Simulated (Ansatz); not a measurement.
B8H13. Total charge 0; doublet. Geometry r2SCAN-D4/def2-SVPD, that of the charge -1 singlet; atoms count from 1.

```tsv
atom	x (Å)	y (Å)	z (Å)
B1	0.2909	-1.1201	-0.5858
B2	0.7049	-0.6315	1.0635
B3	0.0253	0.3364	-1.6717
B4	0.6424	1.9035	-0.9337
B5	-1.3460	-0.4510	-0.9480
B6	-0.9324	-0.8604	0.6026
B7	1.3262	0.3417	-0.4356
B8	-0.6692	-0.5981	2.2926
H9	1.4405	2.5585	-1.5766
H10	-2.3814	-0.8173	-1.4422
H11	-0.3925	-1.4410	3.1110
H12	-0.3466	1.6971	-1.7399
H13	1.5033	-1.4027	1.5237
H14	2.5072	0.1581	-0.6005
H15	-1.6618	-1.3541	1.5379
H16	0.6471	-2.1865	-1.0161
H17	0.0313	2.4803	-0.0485
H18	0.3361	0.1203	-2.8237
H19	1.1131	0.6074	0.9032
H20	-1.3241	0.3482	2.6743
H21	-1.5142	0.3113	0.1134
```

The structure comes from a short search, and lower isomers may exist.

(1) Estimate the Mulliken populations from the PBE0/def2-TZVPD orbitals of Ansatz.

(2) Where does the spin sit?

(3) And the Mayer bond orders between heavy atoms (over 0.3)?

## Answers

(1) 
```json
{"atom": "B1", "charge (e)": "-0.18", "spin (α − β)": "0.20"}
{"atom": "B2", "charge (e)": "0.60", "spin (α − β)": "0.13"}
{"atom": "B3", "charge (e)": "-0.39", "spin (α − β)": "-0.03"}
{"atom": "B4", "charge (e)": "0.00", "spin (α − β)": "0.24"}
{"atom": "B5", "charge (e)": "-0.13", "spin (α − β)": "0.18"}
{"atom": "B6", "charge (e)": "-1.60", "spin (α − β)": "0.10"}
{"atom": "B7", "charge (e)": "0.36", "spin (α − β)": "0.09"}
{"atom": "B8", "charge (e)": "-0.17", "spin (α − β)": "0.05"}
{"atom": "H9", "charge (e)": "-0.03", "spin (α − β)": "0.00"}
{"atom": "H10", "charge (e)": "0.09", "spin (α − β)": "0.00"}
{"atom": "H11", "charge (e)": "0.06", "spin (α − β)": "0.00"}
{"atom": "H12", "charge (e)": "0.32", "spin (α − β)": "0.02"}
{"atom": "H13", "charge (e)": "0.01", "spin (α − β)": "0.00"}
{"atom": "H14", "charge (e)": "-0.02", "spin (α − β)": "0.00"}
{"atom": "H15", "charge (e)": "0.42", "spin (α − β)": "-0.01"}
{"atom": "H16", "charge (e)": "0.04", "spin (α − β)": "0.01"}
{"atom": "H17", "charge (e)": "0.00", "spin (α − β)": "0.00"}
{"atom": "H18", "charge (e)": "-0.02", "spin (α − β)": "0.01"}
{"atom": "H19", "charge (e)": "0.28", "spin (α − β)": "-0.03"}
{"atom": "H20", "charge (e)": "0.08", "spin (α − β)": "0.00"}
{"atom": "H21", "charge (e)": "0.29", "spin (α − β)": "0.02"}
```
Mulliken values depend strongly on the basis. With diffuse functions, as here, like atoms can get unlike values, and bond orders can come out too low or too high.

(2) Summed by element: B 0.96, H 0.04, of 1 unpaired in all. Largest on single atoms: B4 0.24, B1 0.20, B5 0.18.

(3) B1–B2 0.75 (1.77 Å); B1–B3 0.40 (1.84 Å); B1–B5 1.23 (1.81 Å); B1–B6 1.44 (1.73 Å); B1–B7 0.41 (1.80 Å); B2–B8 0.51 (1.84 Å); B3–B4 0.82 (1.84 Å); B3–B6 0.39 (2.74 Å); B5–B6 0.90 (1.66 Å); B5–B7 0.56 (2.83 Å); B6–B7 1.19 (2.76 Å); B6–B8 0.89 (1.73 Å).
